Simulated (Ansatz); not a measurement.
Species: BBr$_{2}$, net charge 0, doublet state. It need not be the lowest isomer of its formula. SMILES: Br[B]Br
Structure (B3LYP-D3(BJ)/def2-TZVP (Ansatz, a first-principles code) minimum search):
```
B
Br 1 1.8889
Br 1 1.8889 2 126.56
```
Charge 0, spin multiplicity 2.

Problem. Give the harmonic wavenumbers at B3LYP-D3(BJ)/def2-TZVP (Ansatz, finite differences of forces, unscaled).

Solution. 173, 545, 838 cm⁻¹. Zero-point energy 2.2 kcal/mol.

Problem. From these and the geometry, give the ideal-gas thermochemistry at 298.15 K and 1 atm (rigid rotor, harmonic oscillator).

Solution. Point group C2v, rotational symmetry number 2. Rotational constants 69.18, 1.111, 1.093 GHz. S(trans) 41.31, S(rot) 24.37, S(vib) 3.13, S(elec, spin only) 1.38, S 70.2 cal/(mol K). H(298) - H(0) 2.91 kcal/mol; G - E(el) -15.8 kcal/mol.
